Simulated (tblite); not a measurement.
C₄H₁₄P₂Si.
Z-matrix (Å and degrees, GFN2-xTB geometry), rows numbered from 1:
```
C 
C   1  1.5236
C   2  1.5267  1  110.74
P   2  1.8853  1  115.77  3   123.14
P   4  2.1726  2   99.08  1   -55.35
C   4  1.8601  2  100.75  1    45.28
Si  6  1.9051  4  111.82  2   170.06
H   1  1.0896  2  109.59  3    53.96
H   1  1.0904  2  110.34  3   -65.16
H   1  1.0876  2  111.69  3   173.57
H   2  1.0995  1  108.93  3  -119.35
H   3  1.0909  2  110.06  1    57.41
H   3  1.0896  2  110.56  1   177.18
H   3  1.0891  2  110.73  1   -62.36
H   5  1.3911  4   91.89  2   175.36
H   5  1.3929  4   93.19  2   -92.90
H   6  1.0923  4  106.48  2    50.91
H   6  1.0912  4  110.28  2   -66.15
H   7  1.4652  6  110.04  4    67.11
H   7  1.4621  6  109.10  4   -53.58
H   7  1.4646  6  107.67  4  -173.95
```

Computed with GFN2-xTB (tblite): harmonic, unscaled wavenumbers at the GFN2-xTB geometry, gas phase. Errors from tens to a few hundred cm⁻¹ against measured bands are possible. Modes of hydrogen on phosphorus and silicon can be 10 to 20 % off. One conformer, not necessarily the lowest.

Harmonic wavenumbers (cm⁻¹): 39.6, 49.4, 96.5, 114.4, 140.6, 168.7, 196.5, 205.6, 226.1, 253.0, 292.0, 347.3, 422.2, 484.7, 507.7, 526.1, 631.4, 699.5, 709.1, 740.1, 764.3, 770.4, 783.9, 789.5, 798.4, 923.4, 937.4, 979.8, 1026.4, 1043.8, 1119.6, 1131.7, 1132.0, 1165.2, 1247.9, 1294.8, 1400.2, 1411.5, 1419.8, 1484.5, 1491.0, 1496.7, 1503.1, 2246.0, 2258.1, 2266.6, 2278.8, 2324.1, 2877.1, 2948.0, 2951.2, 2991.2, 2997.0, 3003.7, 3009.0, 3012.6, 3033.2.

A = 2117, B = 854.9, C = 734.4 MHz; mass 152.034 u (most abundant isotopes); point group C1, symmetry number 1.

Question: Zero-point energy?

Answer: Half the sum of the wavenumbers: 35581 cm⁻¹ = 101.73 kcal/mol.

Question: What is S at 298.15 K and 1 bar for an ideal gas of classical rigid rotors and harmonic oscillators?

Answer: Translation 40.99, rotation 29.87, vibration 38.68: S = 109.5 cal/(mol K).

Question: And Cp and H(298.15 K) − H(0)?

Answer: Cp = 45.96 cal/(mol K), of which vibrations give 38.01 (their classical limit is 57 R = 113.3); H(298.15 K) − H(0) = 8.34 kcal/mol without the zero-point energy, 5.97 from vibrations.

Question: Which modes carry the vibrational entropy at 298.15 K?

Answer: 39.6 cm⁻¹: 5.28; 49.4 cm⁻¹: 4.84; 96.5 cm⁻¹: 3.52; 114.4 cm⁻¹: 3.19; 140.6 cm⁻¹: 2.80; 168.7 cm⁻¹: 2.45 cal/(mol K); the other 51 give 16.59 together.

Question: What must be added to the electronic energy to get the Gibbs energy at 298.15 K and 1 bar?

Answer: ZPE + [H(298.15 K) − H(0)] − T·S = 101.73 + 8.34 − 32.66 = 77.41 kcal/mol.

Question: How do the functions run with temperature in this model?

Answer: 
| T (K) | S (cal/(mol K)) | Cp (cal/(mol K)) | H − H(0) (kcal/mol) | G − H(0) (kcal/mol) | ln q(vib) |
| --- | --- | --- | --- | --- | --- |
| 100 | 74.1 | 22.8 | 1.50 | -5.91 | 2.45 |
| 200 | 93.6 | 34.7 | 4.38 | -14.34 | 6.01 |
| 300 | 109.8 | 46.2 | 8.43 | -24.52 | 9.45 |
| 500 | 138.1 | 65.2 | 19.67 | -49.40 | 15.99 |
| 800 | 173.2 | 83.8 | 42.26 | -96.29 | 24.96 |
| 1000 | 192.8 | 92.2 | 59.91 | -132.93 | 30.39 |

q(vib) and H(0) count from the zero-point level.

Question: Blend soft modes into free rotors: weight 1/[1 + (100 cm⁻¹/ν̃)⁴] for the oscillator and the rest for a rotor with moment μB/(μ + B), μ = h/(8π²ν), B = 10⁻⁴⁴ kg m². What vibrational entropy results?

Answer: 35.44 cal/(mol K) in place of 38.68, which changes −T·S at 298.15 K by +0.96 kcal/mol.

Hindered rotation and anharmonicity are outside this model. Other conformers, if any are populated, would add a mixing term that is left out. The structure is chiral; the term R ln 2 for an equal mix with its mirror image is left out.
